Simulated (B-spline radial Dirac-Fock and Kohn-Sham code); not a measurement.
## Widths and yields of inner-shell holes in Sr⁺

System: the Sr⁺ ion in the configuration 1s2 2s2 2p6 3s2 3p6 3d10 4s2 4p6 5p1 (not the ground configuration).

Calculated with an atomic code on a B-spline grid, using a relativistic independent-particle model: LDA orbitals of the hole state, radiative multipoles to third order, Auger rates from the Coulomb interaction with a continuum orbital, Dirac-Fock energies.

Partial widths are in eV. Coster-Kronig decay leaves a hole in the same principal shell; its rates are the weakest part of the model, often 1.5 to 2.5 times too large and more for N holes. Holes without an open Auger channel, or with an unreliable SCF state, are not listed.

```
      hole  radiative   Auger  Coster-Kronig   total  fluorescence yield  lifetime (fs)
    K (1s)       2.19   0.976              0    3.16               0.691          0.208
   L1 (2s)     0.0248   0.850           5.52    6.40             0.00388          0.103
L2 (2p1/2)     0.0358    1.25          0.120    1.41              0.0254          0.468
L3 (2p3/2)     0.0349    1.33              0    1.36              0.0256          0.483
   M1 (3s)   0.000344  0.0997           6.97    7.07            4.87e-05         0.0931
M2 (3p1/2)   0.000398   0.113           2.36    2.48            0.000161          0.266
M3 (3p3/2)   0.000353   0.116           2.54    2.65            0.000133          0.248
M4 (3d3/2)   1.55e-05  0.0641              0  0.0641            0.000242           10.3
M5 (3d5/2)   1.46e-05  0.0675              0  0.0675            0.000215           9.75
   N1 (4s)   1.61e-05       0          0.360   0.360            4.48e-05           1.83
```
